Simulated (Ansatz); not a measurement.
Basis-set extrapolation for Cl$_{2}$H$_{6}$N$_{2}$Si$_{2}$ (`N[Si@H](Cl)[Si@@H](N)Cl`) (PBE0-D4/def2-TZVP geometry, frozen core, Ansatz 0.2.0). Multiplicity 1, RHF reference.

```csv
,def2-TZVPP,def2-QZVPP
HF,-1609.538758,-1609.588052
MP2 correlation,-1.043709,-1.134342
CCSD(T) correlation,-1.155906,not run
```

Energies in hartree. Use E(X) = E(∞) + A·exp(−7.88·√X) for Hartree–Fock and E(X) = E(∞) + B·X^(−2.97) for correlation, with X = 3 and 4, and add CCSD(T) minus MP2 of the smaller set to the MP2 limit.

What is the CCSD(T) energy at the basis-set limit?

HF limit: -1609.588052 + (-0.049294) × 0.13774 = -1609.59484. MP2 limit: -1.134342 + (-0.090633) × 0.74074 = -1.20148. Higher-order term: -1.155906 − (-1.043709) = -0.11220. Total: -1610.90852 hartree, 134.2 kcal/mol below CCSD(T)/def2-TZVPP.
